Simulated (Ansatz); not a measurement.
Q: Predict a relaxed structure of the cluster SnO3H2 (the lowest singlet isomer of a short search), charge 0, singlet, at PBE-D4/def2-SVP (Ansatz).

A: 
```xyz
6

Sn    0.505   -1.097   -0.676
O     0.237    0.217    1.372
O     0.879    0.825    0.171
O    -1.235   -0.529   -1.536
H    -1.386    0.416   -1.320
H     1.000    0.167    1.989
```
 This is one stationary point.

In the def2 sets Sn takes a core potential; there is no spin–orbit coupling. The structure holds one bond between oxygen atoms, so isomers without such links may lie far lower. The structure comes from a short search, and lower isomers may exist.
